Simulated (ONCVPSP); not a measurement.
## Ranking ONCV potentials for Cr (Z = 24)

All share these settings but for the change named:

Cr (Z = 24), optimised norm-conserving Vanderbilt (ONCV), made with ONCVPSP 4.0.1 (PBEsol, scalar-relativistic). Core [Ne], reference 3s2 3p6 3d5 4s1. Waves: 3s+4s: rc 1.30 bohr, ncon 4, nbas 9, qcut 8.2 1/bohr, 2 projectors; 3p: rc 1.20 bohr, ncon 4, nbas 8, qcut 11.4 1/bohr, 2 projectors, debl 3.9 Ha; 3d: rc 1.85 bohr, ncon 3, nbas 7, qcut 6.9 1/bohr, 2 projectors, debl 3.3 Ha. Local part: polynomial inside 0.95 bohr (lpopt 3, dvloc0 0 Ha). Core correction: polynomial model core, fcfact 0.5.

Cutoff: the first of the cutoffs (Ha) at which the residual kinetic energy of the hardest occupied pseudo-wave falls to 1 and 0.1 mHa per electron; the density cutoff is not measured.

The base gives 26 Ha.

Of 6 variants that were run, those that failed, showed a ghost or another fault, or gave nearly equal values are left out.

A variant can come out equal or close to the base.

Rank these variants from softest to hardest (loose cutoff).
A. s: qcut 9.1
B. s: qcut 12.1
C. s: qcut 10.6
D. s: qcut 5
E. s: qcut 7.9

E (25 Ha), A (30 Ha), C (36 Ha), B (41 Ha), D (76 Ha).
